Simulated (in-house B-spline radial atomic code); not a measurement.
**Co IX (Co8+): [Ar] 3d1**

All numbers are computed (non-relativistic HSE06, spin-polarised, spherical fractional occupations; point nucleus) with a B-spline radial code for spherical atoms, not measured.

Effective charges: Z_r = [3n² - l(l+1)]/(2<r>) from the radius, Z_e = n√(-2ε) from the energy, and Slater's rules. Values are occupation-weighted means over spin.

```
shell  electrons   ε (eV)  <r> (bohr)    Z_r    Z_e  Slater
   1s          2  -7748.1     0.05691  26.36  23.86   26.70
   2s          2  -1089.6      0.2578  23.27  17.90   22.85
   2p          6  -969.68      0.2257  22.16  16.88   22.85
   3s          2   -272.3      0.7242  18.64  13.42   15.75
   3p          6  -233.99      0.7322  17.07  12.44   15.75
   3d          1  -169.82      0.7261  14.46  10.60    9.00
```

The least bound orbital is 3d up at -169.8 eV, while the most diffuse is 3p down (<r> = 0.7331 bohr against 0.7261 bohr): energy order and size order differ.

Caution: exact exchange at fractional occupations of open shells leaves self-interaction of up to several eV.
